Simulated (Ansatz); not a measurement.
A search over several starts for the lowest SCF solution of CuNi2⁺ at the given spin, in a small basis.

```yaml
crystal:
  periodic: [false, false, false]
  atoms:
    - {symbol: Ni, position_ang: [-0.886573, 0.918575, -0.082417]}
    - {symbol: Ni, position_ang: [0.021021, -0.570643, 1.143676]}
    - {symbol: Cu, position_ang: [0.865551, -0.347931, -1.061259]}
basis:
  gaussian: {orbitals: def2-SVP}
total_charge: 1
magnetization: {spin_polarized: true, initial_magnetization: 0}
hamiltonian: {xc: pbe0, dispersion: d4}
output: {orbitals: {seedname: orbitals}}
```

```sh
$ ansatz run in.yaml --threads 4 --pin off --events-out ev --progress --plain --max-ram 3916MiB
```

It prints (some lines left out):

```
Functional definition: PBE0
1016 factors; integrals over basis functions are off by at most 1.0e-3 eV
mean field evaluation 1: about -126626.2544 eV, gradient 1.3e2 eV
mean field evaluation 2: about -125290.2750 eV, gradient 3.0e2 eV
mean field evaluation 4: about -126494.6863 eV, gradient 2.3e2 eV
mean field evaluation 8: about -126678.6549 eV, gradient 3.3e0 eV
mean field evaluation 16: about -126682.1419 eV, gradient 5.1e0 eV
mean field evaluation 32: about -126683.2845 eV, gradient 6.8e-6 eV
mean field evaluation 64: about -126673.3680 eV, gradient 1.8e1 eV
mean field evaluation 96: about -126657.5747 eV, gradient 2.1e1 eV
mean field evaluation 128: about -126660.8135 eV, gradient 2.2e1 eV
mean field evaluation 160: about -126672.5891 eV, gradient 1.9e1 eV
mean field evaluation 192: about -126663.2887 eV, gradient 1.9e1 eV
mean field evaluation 224: about -126662.8807 eV, gradient 2.2e1 eV
mean field evaluation 256: about -126683.2105 eV, gradient 4.0e-2 eV
mean field evaluation 288: about -126683.2094 eV, gradient 4.8e-2 eV
mean field evaluation 320: about -126683.2082 eV, gradient 1.7e-1 eV
mean field evaluation 352: about -126683.2064 eV, gradient 3.1e-1 eV
mean field evaluation 384: about -126683.2841 eV, gradient 4.3e-2 eV
mean field evaluation 416: about -126682.8733 eV, gradient 1.1e1 eV
mean field -126683.28447029 eV, -4655.5248352690 hartree, gradient 3.1e-6 eV, S^2 1.052014; 9 other end points of the search recorded, 0 dependent functions left out
reference -126683.28451738 eV, -4655.5248369994 hartree; 42, 42 occupied and 51, 51 virtual orbitals, 1016 factors
Total energy: -126683.35582094 eV, -4655.5274573569 hartree
```

Hardware: 4 threads of Arm Neoverse V1 on a shared host. Wall time 47 s.

The unrestricted singlet has broken spin symmetry (⟨S²⟩ up to 1.05). At PBE0-D4/def2-TZVP a triplet of charge 1 lies 0.27 eV below the unrestricted singlet, which stands at the restricted singlet's geometry. The structure comes from a short search, and lower isomers may exist.
